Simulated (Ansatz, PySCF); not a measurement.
Potential energy surface of H₂Mg, singlet: symmetric bend, bond length relaxed. Scanned: H-Mg-H angle. Other coordinates (Mg-H bond length) were minimised at B3LYP/def2-TZVP.

Computed with: RKS-BLYP/cc-pVDZ = restricted BLYP/cc-pVDZ (Ansatz, an electronic-structure program); RKS-B3LYP/6-31G* = restricted B3LYP/6-31G*, spherical d in PySCF; RMP2/3-21G = restricted MP2 (frozen core)/3-21G (PySCF 2.14.0); FCI/cc-pVDZ = Ansatz with full CI/cc-pVDZ, frozen core.

Energies relative to the lowest point of each profile, in kcal/mol:

```csv
a / °,RKS-BLYP/cc-pVDZ,RKS-B3LYP/6-31G*,RMP2/3-21G
180,0.0,0.0,0.0
169.86,0.3,0.4,0.5
157.51,1.7,1.8,2.2
152.31,2.6,2.8,3.3
141.92,4.9,5.3,6.1
131.69,8.1,8.6,9.8
119.17,13.2,14.1,15.5
110.09,18.0,19.1,20.7
99.45,24.9,26.3,28.1
87.57,34.8,36.6,38.6
80.92,41.6,43.6,45.6
69.40,56.1,58.4,60.4
```

Task: Estimate the FCI/cc-pVDZ values at these points.

Result: 180: 0.0; 169.86: 0.4; 157.51: 1.8; 152.31: 2.7; 141.92: 5.2; 131.69: 8.6; 119.17: 14.0; 110.09: 19.0; 99.45: 26.1; 87.57: 36.1; 80.92: 42.8; 69.40: 56.9 (kcal/mol).
